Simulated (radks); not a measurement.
S+, 15 electrons, occupied as [Ne] 3s2 3p3. Method: Dirac Kohn-Sham, BLYP, spin-unpolarised, spherical densities, finite nucleus; open shells fill j = l - 1/2 first; Fermi nuclear charge, rms radius 3.2611 fm; computed with a radial shooting solver on a logarithmic mesh with Libxc functionals.

Normalised radial functions P(r) = r R(r) (large component), r in bohr:

| r | 2p3/2 | 3p3/2 |
|---|---|---|
| 0.005097 | 0.0033 | 0.0010 |
| 0.007306 | 0.0066 | 0.0019 |
| 0.01056 | 0.0134 | 0.0039 |
| 0.01513 | 0.0265 | 0.0078 |
| 0.02186 | 0.0525 | 0.0154 |
| 0.03133 | 0.1001 | 0.0294 |
| 0.04527 | 0.1875 | 0.0550 |
| 0.06489 | 0.3318 | 0.0970 |
| 0.09375 | 0.5595 | 0.1626 |
| 0.1344 | 0.8599 | 0.2463 |
| 0.1942 | 1.1926 | 0.3299 |
| 0.2783 | 1.4200 | 0.3591 |
| 0.4021 | 1.3942 | 0.2625 |
| 0.5809 | 1.0569 | -0.0051 |
| 0.8327 | 0.5800 | -0.3767 |
| 1.203 | 0.2004 | -0.6950 |
| 1.724 | 0.0389 | -0.7556 |
| 2.491 | 0.0031 | -0.5388 |
| 3.571 | 0.0001 | -0.2495 |
| 5.16 | 0.0000 | -0.0634 |

2p3/2: eigenvalue -167.84 eV, 0 radial nodes, <r> = 0.443 bohr, 90 % of the charge inside 0.739 bohr. 3p3/2: eigenvalue -16.593 eV, 1 radial node at r = 0.578 bohr, <r> = 1.90 bohr, 90 % of the charge inside 2.96 bohr.
